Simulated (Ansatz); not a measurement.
Ansatz (a quantum-chemistry and plane-wave program) input (B3LYP-D3(BJ)/def2-TZVP):

Ansatz 0.2 input:
```yaml
crystal:
  periodic: [false, false, false]
  atoms:
    - {symbol: C, position_ang: [-1.89148725, 0.12921332, 0.01626243]}
    - {symbol: C, position_ang: [-1.21468321, -1.24886017, 0.19628799]}
    - {symbol: C, position_ang: [0.18808673, -1.08123378, 0.66201758]}
    - {symbol: C, position_ang: [1.06692226, -0.17733930, -0.12827795]}
    - {symbol: C, position_ang: [0.38492677, 1.19730493, -0.28396211]}
    - {symbol: C, position_ang: [-1.02984655, 1.05309135, -0.84607505]}
    - {symbol: N, position_ang: [2.37246548, -0.01760761, 0.51202702]}
    - {symbol: H, position_ang: [-2.03732664, 0.58433819, 1.00059226]}
    - {symbol: H, position_ang: [-2.88152135, 0.00286807, -0.42969432]}
    - {symbol: H, position_ang: [-1.78974110, -1.86895268, 0.88540102]}
    - {symbol: H, position_ang: [-1.23132442, -1.75743091, -0.77853133]}
    - {symbol: H, position_ang: [0.47941819, -1.33705556, 1.67273817]}
    - {symbol: H, position_ang: [1.14834115, -0.59308813, -1.15175340]}
    - {symbol: H, position_ang: [0.35701718, 1.67312204, 0.70020974]}
    - {symbol: H, position_ang: [0.99236887, 1.83359444, -0.93598097]}
    - {symbol: H, position_ang: [-0.97714413, 0.65009848, -1.86388484]}
    - {symbol: H, position_ang: [-1.49888293, 2.03669285, -0.92604268]}
    - {symbol: H, position_ang: [2.97061936, 0.58109002, -0.04608846]}
    - {symbol: H, position_ang: [2.83740484, -0.91508159, 0.59132816]}
basis:
  gaussian:
    orbitals: def2-TZVP
hamiltonian:
  xc: b3lyp
  dispersion: d3bj
magnetization: {spin_polarized: true, initial_magnetization: 1}
phonons: {temperatures: {t_min: 298.15, t_max: 298.15, t_step: 100}}
```

Output:

```
Functional definition: B3LYP
integrals: 0.28 GiB planned
1763 factors; their error is unknown
0.40 GiB of the device are held for the grids
1.93 GiB of device memory are held for the factors and their scratch space
mean field: 2.46 GiB planned
mean field evaluation 1: about -7891.7504 eV, gradient 6.2e1 eV
mean field evaluation 2: about -7870.3607 eV, gradient 9.1e1 eV
mean field evaluation 4: about -7909.6028 eV, gradient 3.2e0 eV
mean field evaluation 8: about -7909.6465 eV, gradient 9.7e-2 eV
mean field evaluation 16: about -7909.5958 eV, gradient 7.4e-4 eV
mean field -7909.59575536 eV, -290.6722826929 hartree, gradient 2.0e-5 eV, S^2 0.754078; 0 other end points of the search recorded, 0 dependent functions left out
the calculation of the forces begins
reference -7909.59607413 eV, -290.6722944073 hartree; 28, 27 occupied and 261, 262 virtual orbitals, 1763 factors
these checks for a lower state are left out or cut short: stability, starts, cluster_reference, orbital_swaps, neighbouring_geometries, increment
integrals: 0.28 GiB planned
1763 factors; their error is unknown
0.41 GiB of the device are held for the grids
1.93 GiB of device memory are held for the factors and their scratch space
mean field: 2.46 GiB planned
mean field -7909.59552300 eV, -290.6722741540 hartree, gradient 2.8e-6 eV, S^2 0.754077; 0 other end points of the search recorded, 0 dependent functions left out
the calculation of the forces begins
reference -7909.59584182 eV, -290.6722858703 hartree; 28, 27 occupied and 261, 262 virtual orbitals, 1763 factors
these checks for a lower state are left out or cut short: stability, starts, cluster_reference, orbital_swaps, neighbouring_geometries, increment
integrals: 0.28 GiB planned
1763 factors; their error is unknown
0.41 GiB of the device are held for the grids
1.93 GiB of device memory are held for the factors and their scratch space
mean field: 2.45 GiB planned
mean field evaluation 32: about -7909.5957 eV, gradient 8.7e-3 eV
mean field -7909.59565645 eV, -290.6722790579 hartree, gradient 2.9e-6 eV, S^2 0.754079; 0 other end points of the search recorded, 0 dependent functions left out
the calculation of the forces begins
reference -7909.59597516 eV, -290.6722907705 hartree; 28, 27 occupied and 261, 262 virtual orbitals, 1763 factors
these checks for a lower state are left out or cut short: stability, starts, cluster_reference, orbital_swaps, neighbouring_geometries, increment
integrals: 0.28 GiB planned
1763 factors; their error is unknown
0.40 GiB of the device are held for the grids
1.93 GiB of device memory are held for the factors and their scratch space
mean field: 2.46 GiB planned
mean field -7909.59562351 eV, -290.6722778474 hartree, gradient 2.8e-6 eV, S^2 0.754081; 0 other end points of the search recorded, 0 dependent functions left out
the calculation of the forces begins
reference -7909.59594226 eV, -290.6722895614 hartree; 28, 27 occupied and 261, 262 virtual orbitals, 1763 factors
these checks for a lower state are left out or cut short: stability, starts, cluster_reference, orbital_swaps, neighbouring_geometries, increment
integrals: 0.28 GiB planned
1763 factors; their error is unknown
0.41 GiB of the device are held for the grids
1.93 GiB of device memory are held for the factors and their scratch space
mean field: 2.46 GiB planned
mean field -7909.59562471 eV, -290.6722778915 hartree, gradient 2.8e-6 eV, S^2 0.754075; 0 other end points of the search recorded, 0 dependent functions left out
[...]
integrals: 0.28 GiB planned
1763 factors; their error is unknown
0.41 GiB of the device are held for the grids
1.93 GiB of device memory are held for the factors and their scratch space
mean field: 2.46 GiB planned
mean field -7909.59570320 eV, -290.6722807762 hartree, gradient 2.8e-6 eV, S^2 0.754078; 0 other end points of the search recorded, 0 dependent functions left out
the calculation of the forces begins
reference -7909.59602198 eV, -290.6722924911 hartree; 28, 27 occupied and 261, 262 virtual orbitals, 1763 factors
these checks for a lower state are left out or cut short: stability, starts, cluster_reference, orbital_swaps, neighbouring_geometries, increment
integrals: 0.28 GiB planned
1763 factors; their error is unknown
0.41 GiB of the device are held for the grids
1.93 GiB of device memory are held for the factors and their scratch space
mean field: 2.45 GiB planned
mean field -7909.59569292 eV, -290.6722803984 hartree, gradient 2.8e-6 eV, S^2 0.754078; 0 other end points of the search recorded, 0 dependent functions left out
the calculation of the forces begins
reference -7909.59601168 eV, -290.6722921126 hartree; 28, 27 occupied and 261, 262 virtual orbitals, 1763 factors
these checks for a lower state are left out or cut short: stability, starts, cluster_reference, orbital_swaps, neighbouring_geometries, increment
integrals: 0.28 GiB planned
1763 factors; their error is unknown
0.41 GiB of the device are held for the grids
1.93 GiB of device memory are held for the factors and their scratch space
mean field: 2.46 GiB planned
mean field evaluation 768: about -7909.5957 eV, gradient 1.8e-6 eV
mean field -7909.59571052 eV, -290.6722810451 hartree, gradient 2.8e-6 eV, S^2 0.754078; 0 other end points of the search recorded, 0 dependent functions left out
the calculation of the forces begins
reference -7909.59602930 eV, -290.6722927601 hartree; 28, 27 occupied and 261, 262 virtual orbitals, 1763 factors
these checks for a lower state are left out or cut short: stability, starts, cluster_reference, orbital_swaps, neighbouring_geometries, increment
integrals: 0.28 GiB planned
1763 factors; their error is unknown
0.41 GiB of the device are held for the grids
1.93 GiB of device memory are held for the factors and their scratch space
mean field: 2.45 GiB planned
mean field -7909.59571161 eV, -290.6722810851 hartree, gradient 2.8e-6 eV, S^2 0.754078; 0 other end points of the search recorded, 0 dependent functions left out
the calculation of the forces begins
reference -7909.59603036 eV, -290.6722927992 hartree; 28, 27 occupied and 261, 262 virtual orbitals, 1763 factors
these checks for a lower state are left out or cut short: stability, starts, cluster_reference, orbital_swaps, neighbouring_geometries, increment
integrals: 0.28 GiB planned
1763 factors; their error is unknown
0.40 GiB of the device are held for the grids
1.93 GiB of device memory are held for the factors and their scratch space
mean field: 2.46 GiB planned
mean field -7909.59575128 eV, -290.6722825430 hartree, gradient 2.8e-6 eV, S^2 0.754078; 0 other end points of the search recorded, 0 dependent functions left out
the calculation of the forces begins
reference -7909.59607006 eV, -290.6722942581 hartree; 28, 27 occupied and 261, 262 virtual orbitals, 1763 factors
these checks for a lower state are left out or cut short: stability, starts, cluster_reference, orbital_swaps, neighbouring_geometries, increment
integrals: 0.28 GiB planned
1763 factors; their error is unknown
0.41 GiB of the device are held for the grids
1.93 GiB of device memory are held for the factors and their scratch space
mean field: 2.45 GiB planned
mean field -7909.59567373 eV, -290.6722796931 hartree, gradient 2.8e-6 eV, S^2 0.754078; 0 other end points of the search recorded, 0 dependent functions left out
the calculation of the forces begins
reference -7909.59599248 eV, -290.6722914071 hartree; 28, 27 occupied and 261, 262 virtual orbitals, 1763 factors
these checks for a lower state are left out or cut short: stability, starts, cluster_reference, orbital_swaps, neighbouring_geometries, increment
integrals: 0.28 GiB planned
1763 factors; their error is unknown
0.41 GiB of the device are held for the grids
1.93 GiB of device memory are held for the factors and their scratch space
mean field: 2.46 GiB planned
mean field -7909.59563352 eV, -290.6722782152 hartree, gradient 2.8e-6 eV, S^2 0.754078; 0 other end points of the search recorded, 0 dependent functions left out
the calculation of the forces begins
reference -7909.59595228 eV, -290.6722899297 hartree; 28, 27 occupied and 261, 262 virtual orbitals, 1763 factors
these checks for a lower state are left out or cut short: stability, starts, cluster_reference, orbital_swaps, neighbouring_geometries, increment
integrals: 0.28 GiB planned
1763 factors; their error is unknown
0.41 GiB of the device are held for the grids
1.93 GiB of device memory are held for the factors and their scratch space
mean field: 2.46 GiB planned
mean field evaluation 800: about -7909.5947 eV, gradient 5.7e-1 eV
mean field -7909.59565831 eV, -290.6722791265 hartree, gradient 2.8e-6 eV, S^2 0.754078; 0 other end points of the search recorded, 0 dependent functions left out
the calculation of the forces begins
reference -7909.59597708 eV, -290.6722908410 hartree; 28, 27 occupied and 261, 262 virtual orbitals, 1763 factors
these checks for a lower state are left out or cut short: stability, starts, cluster_reference, orbital_swaps, neighbouring_geometries, increment
integrals: 0.28 GiB planned
1763 factors; their error is unknown
0.41 GiB of the device are held for the grids
1.93 GiB of device memory are held for the factors and their scratch space
mean field: 2.45 GiB planned
mean field -7909.59575430 eV, -290.6722826540 hartree, gradient 2.8e-6 eV, S^2 0.754078; 0 other end points of the search recorded, 0 dependent functions left out
the calculation of the forces begins
reference -7909.59607308 eV, -290.6722943689 hartree; 28, 27 occupied and 261, 262 virtual orbitals, 1763 factors
these checks for a lower state are left out or cut short: stability, starts, cluster_reference, orbital_swaps, neighbouring_geometries, increment
integrals: 0.28 GiB planned
1763 factors; their error is unknown
0.40 GiB of the device are held for the grids
1.93 GiB of device memory are held for the factors and their scratch space
mean field: 2.46 GiB planned
mean field -7909.59574050 eV, -290.6722821468 hartree, gradient 2.8e-6 eV, S^2 0.754078; 0 other end points of the search recorded, 0 dependent functions left out
the calculation of the forces begins
reference -7909.59605926 eV, -290.6722938609 hartree; 28, 27 occupied and 261, 262 virtual orbitals, 1763 factors
Total energy: -7910.38649114 eV, -290.7013416969 hartree
Atom 0 at    -1.891487     0.129213     0.016262 Å, force     0.001108    -0.000325     0.000511 eV/Å
Atom 1 at    -1.214683    -1.248860     0.196288 Å, force    -0.001576    -0.000482    -0.000592 eV/Å
Atom 2 at     0.188087    -1.081234     0.662018 Å, force    -0.000001     0.001850    -0.000024 eV/Å
Atom 3 at     1.066922    -0.177339    -0.128278 Å, force     0.000012     0.000821    -0.001830 eV/Å
Atom 4 at     0.384927     1.197305    -0.283962 Å, force     0.000192    -0.000998     0.000782 eV/Å
Atom 5 at    -1.029847     1.053091    -0.846075 Å, force    -0.000259     0.000454     0.000012 eV/Å
Atom 6 at     2.372465    -0.017608     0.512027 Å, force     0.000247    -0.000079     0.000930 eV/Å
Atom 7 at    -2.037327     0.584338     1.000592 Å, force    -0.000188     0.000290     0.000030 eV/Å
Atom 8 at    -2.881521     0.002868    -0.429694 Å, force     0.000195    -0.000237     0.000149 eV/Å
Atom 9 at    -1.789741    -1.868953     0.885401 Å, force     0.000269    -0.000369     0.000179 eV/Å
Atom 10 at    -1.231324    -1.757431    -0.778531 Å, force    -0.000228    -0.000388    -0.000193 eV/Å
Atom 11 at     0.479418    -1.337056     1.672738 Å, force    -0.000095    -0.000364     0.000507 eV/Å
Atom 12 at     1.148341    -0.593088    -1.151753 Å, force     0.000169    -0.000149    -0.000013 eV/Å
Atom 13 at     0.357017     1.673122     0.700210 Å, force    -0.000131     0.000267    -0.000044 eV/Å
Atom 14 at     0.992369     1.833594    -0.935981 Å, force    -0.000013    -0.000265     0.000109 eV/Å
Atom 15 at    -0.977144     0.650098    -1.863885 Å, force    -0.000108    -0.000018    -0.000203 eV/Å
Atom 16 at    -1.498883     2.036693    -0.926043 Å, force     0.000067     0.000112    -0.000140 eV/Å
Atom 17 at     2.970619     0.581090    -0.046088 Å, force     0.000153    -0.000002    -0.000134 eV/Å
Atom 18 at     2.837405    -0.915082     0.591328 Å, force     0.000186    -0.000116    -0.000034 eV/Å
Dipole moment:    -0.001294    -0.031879    -0.231836 e Å
Vibrations: 140.03 182.18 251.00 302.55 338.31 347.49 410.25 468.21 535.93 582.96 793.13 823.42 851.15 866.81 909.41 925.27 970.16 1008.18 1064.36 1084.44 1103.36 1119.67 1139.40 1168.35 1259.12 1269.81 1274.07 1323.45 1326.27 1343.78 1357.62 1374.21 1381.46 1424.15 1481.16 1487.73 1491.13 1501.38 1653.15 2852.26 2961.41 3006.30 3013.77 3019.56 3053.46 3057.34 3064.71 3073.47 3180.43 3479.82 3556.42 cm⁻¹, zero-point energy 4.689917 eV
```

It need not be the lowest isomer of its formula.
